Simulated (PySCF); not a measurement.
NMR data simulated for an unnamed compound:

1H NMR (500 MHz, computed): δ 8.07 (d, J = 9.0 Hz, 2H), 7.18 (d, J = 9.0 Hz, 2H), 3.76 (s, 3H), 2.42 (s, 3H).

13C{1H} NMR (computed): δ 164.1 (C), 143.3 (C), 128.8 (CH), 127.6 (CH), 126.7 (C), 52.6 (CH3), 24.0 (CH3).

[PySCF: shielding tensors at KT2/pcSseg-2 (GIAO); geometry: PBE0-D3(BJ)/def2-SVP; couplings computed with B3LYP/pcJ-1 (without the spin–dipole term); no solvent; single conformer; rapidly exchanging positions averaged; non-relativistic Hamiltonian]

References, each an isolated molecule treated in the same way: 1H (31.18 ppm), 13C (182.28 ppm) vs TMS.

Which of these does the molecule contain: a benzene ring, a nitrile, an ester, a CH3CH2 unit, a methoxy group, a ketone?

## Answers


- A benzene ring: yes.
- A nitrile: no.
- An ester: yes (δC 164.1).
- A CH3CH2 unit: no.
- A methoxy group: yes (δC 52.6; δH 3.76 (s)).
- A ketone: no.

The data belong to SMILES COC(=O)c1ccc(C)cc1, C9H10O2; they needn't prove each group on their own.

Carbon signals by region: 1 in the far downfield region (above 160 ppm), 4 in the sp2 and nitrile region (100–160 ppm), 1 at 50–100 ppm, 1 below 50 ppm. Above 160 ppm: 164.1, ester carbonyl carbon.

Multiplet labels drop couplings under 1 Hz and merge nearly equal ones. Couplings among chemically equivalent protons are left out too, so labels in AA′BB′ or AA′XX′ sets are apparent multiplicities. Unscaled 3J(H,H) at this level run about 10 % above measured values. Shifts are as computed. Against solution values, carbons near 30 ppm lie about +3 ppm off and those near 130 ppm about -1 ppm. Of 1211 compounds with measured shifts, 218 miss one by over three times the rms of a fit or turn the order of signals round; such compounds aren't used in these exercises.
